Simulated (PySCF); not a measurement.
# A survey of ²⁹Si NMR shifts

- NMR shieldings at PBE0/pcSseg-1/GIAO
- GFN2-xTB geometry
- code: PySCF 2.14
- fast rotation and ring inversion assumed for equivalent nuclei, one conformer, gas phase, non-relativistic

Shieldings were converted by a linear fit to measured shifts: ²⁹Si: δ = 279.94 − 0.822σ (rms 8.9 ppm, 72 shifts, 25.8 ppm with the 6 outliers that the fit left out vs TMS, solution or neat liquid). Occasional misses reach two or three times the rms, and more in compound classes unlike the fitted ones.

Question: Give the ²⁹Si shifts of `C#C[SiH2][SiH2]O[SiH2][SiH3]`, `C/N=C/CN[Si@@H](N)NC`, `C#C[SiH2]O[SiH]([SiH3])[SiH3]`, `C[Si@H]1[SiH2][Si@H](C=O)[SiH2]1`, `C1CN[SiH2][SiH2]C1`.

Answer: 
```tsv
compound	environment	δ (ppm)
[CH:1]#[C:2][SiH2:3][SiH2:4][O:5][SiH2:6][SiH3:7]	Si6: silicon bonded to O, Si, 2 H	-28.8
[CH:1]#[C:2][SiH2:3][SiH2:4][O:5][SiH2:6][SiH3:7]	Si4: silicon bonded to O, Si, 2 H	-34.6
[CH:1]#[C:2][SiH2:3][SiH2:4][O:5][SiH2:6][SiH3:7]	Si3: silicon bonded to C, Si, 2 H	-94.5
[CH:1]#[C:2][SiH2:3][SiH2:4][O:5][SiH2:6][SiH3:7]	Si7: silicon bonded to Si, 3 H	-106.3
C/N=C/CN[Si@@H](N)NC	silicon bonded to 3 N, H	-30.2
[CH:1]#[C:2][SiH2:3][O:4][SiH:5]([SiH3:6])[SiH3:7]	Si5: silicon bonded to O, 2 Si, H	-14.8
[CH:1]#[C:2][SiH2:3][O:4][SiH:5]([SiH3:6])[SiH3:7]	Si3: silicon bonded to C, O, 2 H	-52.4
[CH:1]#[C:2][SiH2:3][O:4][SiH:5]([SiH3:6])[SiH3:7]	Si6/7: silicon bonded to Si, 3 H (×2)	-104.5
[CH3:1][Si@H:2]1[SiH2:3][Si@H:4]([CH:5]=[O:6])[SiH2:7]1	Si2: silicon bonded to C, 2 Si, H, in a 4-membered ring	-40.4
[CH3:1][Si@H:2]1[SiH2:3][Si@H:4]([CH:5]=[O:6])[SiH2:7]1	Si4: silicon bonded to C, 2 Si, H, in a 4-membered ring	-67.1
[CH3:1][Si@H:2]1[SiH2:3][Si@H:4]([CH:5]=[O:6])[SiH2:7]1	Si3/7: silicon bonded to 2 Si, 2 H, in a 4-membered ring (×2)	-71.4
[CH2:1]1[CH2:2][NH:3][SiH2:4][SiH2:5][CH2:6]1	Si4: silicon bonded to N, Si, 2 H, in a 6-membered ring	-55.8
[CH2:1]1[CH2:2][NH:3][SiH2:4][SiH2:5][CH2:6]1	Si5: silicon bonded to C, Si, 2 H, in a 6-membered ring	-82.6
```
